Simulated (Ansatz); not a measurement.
C3H5FGe (`F[CH]1C=[CH][GeH2]1`) at its PBE0-D4/def2-TZVP geometry, where that method's forces vanish. Total charge 0; spin multiplicity 1.

| atom | x (Å) | y (Å) | z (Å) |
| --- | --- | --- | --- |
| F1 | -1.850 | 0.825 | 0.905 |
| C2 | -0.676 | 0.839 | 0.175 |
| C3 | 0.531 | 0.395 | 0.955 |
| C4 | 1.119 | -0.616 | 0.301 |
| Ge5 | -0.283 | -0.709 | -1.049 |
| H6 | -0.571 | 1.837 | -0.260 |
| H7 | 0.861 | 0.869 | 1.879 |
| H8 | 2.056 | -1.096 | 0.555 |
| H9 | -1.260 | -1.888 | -0.934 |
| H10 | 0.073 | -0.455 | -2.527 |

Question: For each bond, give half the difference of the two atoms' forces along it (eV/Å; positive pushes the atoms apart) under PBE-D4, r2SCAN-D4, B3LYP-D4, ωB97M-V in def2-TZVPP. (Estimate.)

Answer: Computed: 
```tsv
bond	length (Å)	PBE-D4	r2SCAN-D4	B3LYP-D4	ωB97M-V
F1–C2	1.382	0.46	0.31	0.36	0.28
C2–C3	1.504	-0.10	-0.02	0.11	0.17
C2–Ge5	2.012	0.11	0.03	0.19	-0.07
C2–H6	1.094	0.06	-0.08	-0.21	-0.18
C3–C4	1.339	0.37	0.17	0.07	-0.02
C3–H7	1.090	-0.01	-0.06	-0.16	-0.13
C4–Ge5	1.948	0.14	0.07	0.28	0.07
C4–H8	1.083	-0.03	-0.07	-0.16	-0.08
Ge5–H9	1.536	0.03	-0.06	-0.10	-0.09
Ge5–H10	1.541	-0.02	-0.07	-0.12	-0.08
```

B3LYP here is the variant with VWN-RPA as its local correlation; programs differ in this.
